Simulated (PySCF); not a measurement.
Here is a computed PBE0-D3(BJ)/def2-SVP geometry (Å):
```
N 
Si  1  1.7254
N   2  1.7284  1  107.69
Si  2  2.3518  1  107.80  3   123.66
S   4  2.1645  2  105.88  1   175.19
H   1  1.0148  2  119.83  3    52.85
H   1  1.0130  2  120.98  3  -160.04
H   2  1.5059  1  117.91  3  -116.77
H   3  1.0146  2  119.26  1    62.79
H   3  1.0140  2  118.34  1  -157.38
H   4  1.4959  2  112.11  1   -72.25
H   4  1.5009  2  115.47  1    51.07
H   5  1.3522  4   94.58  2   -49.39
```
Z-matrix in Å and degrees, rows numbered from 1.

Neutral, closed shell.

Q: Read off the bonds between heavy atoms and their formal orders.

A: N1–Si2 (single); Si2–N3 (single); Si2–Si4 (single); Si4–S5 (single). Hydrogens: H6, H7 on N1; H8 on Si2; H9, H10 on N3; H11, H12 on Si4; H13 on S5.

Q: Write the SMILES.

A: `N[SiH](N)[SiH2]S`, H8N2SSi2.

Q: What is the point group of this geometry?

A: C1 (no symmetry element, even within 0.4 Å).

Q: Classify the heavy atoms.

A: N1/N3: silicon-bound nitrogen; Si2: SiH silicon; Si4: SiH2 silicon; S5: sulfur bonded to Si and H.

Q: What is the arrangement about N1?

A: It has 3 neighbours (Si2, H6, H7) and has angles 121.0°, 119.8° and 111.6°, sum 352.4°, 0.19 Å off the plane of its three neighbours.

Q: What is the arrangement about Si2?

A: It has 4 neighbours (N1, N3, Si4, H8) and is distorted tetrahedral (angles from 103.7° to 117.9°).
